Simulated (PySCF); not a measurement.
Titanium: a sound run and one with changed settings

Sound run: Ti⁺ [Ar] 3d2 4s1, Ti²⁺ [Ar] 3d2. Calculation: PySCF 2.14, in cc-pVTZ-DK; scalar relativity by spin-free X2C-1e. In the sound run the correlated levels freeze [Ar]. The sound run starts from symmetry-adapted Hartree-Fock orbitals and uses a fine grid where one is needed.

Changed run: the non-relativistic Hamiltonian (point nucleus). This setting is unsound on purpose.

| species | method | sound run (hartree) | changed run (hartree) | converged |
| --- | --- | --- | --- | --- |
| Ti⁺ | UHF | -852.54329 | -846.51504 | yes |
| Ti⁺ | M06-2X | -853.46023 | -847.43360 | yes |
| Ti⁺ | r2SCAN | -853.43373 | -847.40813 | yes |
| Ti⁺ | MP2 | -852.55438 | -846.52593 | yes |
| Ti²⁺ | UHF | -852.06777 | -846.04369 | yes |
| Ti²⁺ | M06-2X | -852.96088 | -846.93936 | yes |
| Ti²⁺ | r2SCAN | -852.92523 | -846.90473 | yes |
| Ti²⁺ | MP2 | -852.07225 | -846.04814 | yes |

Ionisation energy of Ti⁺:

```
 method  sound run (eV)  changed run (eV)
    UHF          12.940            12.826
 M06-2X          13.588            13.449
 r2SCAN          13.837            13.698
    MP2          13.119            13.001
SCS-MP2          13.000            12.884
```

Most of the change in total energy is the relativistic energy itself. On top of that the contraction fixes the core shape for the Hamiltonian it was made with, so the changed run is not a good calculation with the other Hamiltonian either.

For comparison, NIST gives 13.575 eV between the lowest levels.
